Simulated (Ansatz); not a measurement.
Input for Ansatz (a quantum-chemistry and plane-wave program): R-PBE/def2-TZVPP on H2O (SMILES O).

Ansatz 0.2 input:
```yaml
crystal:
  periodic: [false, false, false]
  atoms:
    - {symbol: O, position_ang: [-0.00000000, 0.00000000, 0.38961139]}
    - {symbol: H, position_ang: [0.00000000, 0.76498632, -0.19485569]}
    - {symbol: H, position_ang: [0.00000000, -0.76498632, -0.19485569]}
basis:
  gaussian:
    orbitals: def2-TZVPP
hamiltonian:
  xc: {name: PBE}
scf: {lower_state_search: off}
```

Program output:

```
WARN ansatz: RAYON_NUM_THREADS=4 ignored (pool sized by the plan → 4); use --threads N
Functional definition: PBE
these checks for a lower state are left out or cut short: stability, starts, cluster_reference, orbital_swaps, neighbouring_geometries, increment
integrals: 0.00 GiB planned
269 factors; their error is unknown
mean field: 0.10 GiB planned
mean field evaluation 1: about -2072.9456 eV, gradient 5.9e1 eV
mean field evaluation 2: about -2055.1499 eV, gradient 1.1e2 eV
mean field evaluation 4: about -2078.4095 eV, gradient 7.8e-1 eV
mean field evaluation 8: about -2078.4096 eV, gradient 1.9e-1 eV
mean field -2078.40967432 eV, -76.3801467347 hartree, gradient 3.2e-6 eV, S^2 0.000000; 0 other end points of the search recorded, 0 dependent functions left out
reference -2078.40969487 eV, -76.3801474897 hartree; 5, 5 occupied and 54, 54 virtual orbitals, 269 factors
Total energy: -2078.40969487 eV, -76.3801474897 hartree
Checks for a lower state left out: stability, starts, cluster_reference, orbital_swaps, neighbouring_geometries, increment
```

Self-consistency was reached.

Cost: roughly 0.5 core-seconds.
